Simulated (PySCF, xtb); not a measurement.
Sb(H)(SiH3)2 (H7SbSi2), SMILES [SiH3][SbH][SiH3].

GFN2-xTB in xtb at its own geometry gives an orbital gap of 3.70 eV and a dipole moment of 0.51 D.

Coordinates come from a r2SCAN-D4/def2-SVP optimisation. The def2 effective core potentials stand for the cores of Sb; spin–orbit coupling is left out.

What does PBE/def2-TZVP in PySCF give? (An estimate is asked for; the answer gives what the named calculation found.)

gap 4.91 eV (levels -6.25 and -1.34 eV), dipole 0.23 D.
